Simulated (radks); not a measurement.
Values are calculated unless marked as measured or tabulated.
Polarisability of the iodine ion I2+, [Kr] 4d10 5s2 5p3, at imaginary frequency. Level of theory: non-relativistic Kohn-Sham, LDA (Slater exchange, Perdew-Wang correlation), spin-polarised, spherical densities, point nucleus; open shells are filled with parallel spins first (spin-orbit coupling, left out, can overturn this in heavy ions); relativity is left out, which matters for an element this heavy (a radial shooting solver on a logarithmic mesh with Libxc functionals). Response by self-consistent Sternheimer equations with the Hartree and adiabatic LDA kernel.

w (hartree),alpha1(iw) (bohr^3)
0.00266,14.31
0.0143,14.30
0.0360,14.25
0.0697,14.11
0.118,13.75
0.186,13.01
0.280,11.70
0.413,9.744
0.605,7.335
0.892,4.960
1.35,3.060
2.12,1.745
3.59,0.8772
6.94,0.3318
17.5,0.07435

Static values: alpha1 = 14.31 bohr^3 (2.120 angstrom^3; uncoupled 24.71). C6 = 100.1, triple-dipole C9 = 1019 atomic units. One-pole (London) frequency 4 C6 / (3 alpha1^2) = 0.652 hartree, against 0.935 for minus the highest occupied eigenvalue. The dipole shielding factor is 0.962, as the force sum rule N/Z = 0.962 demands.
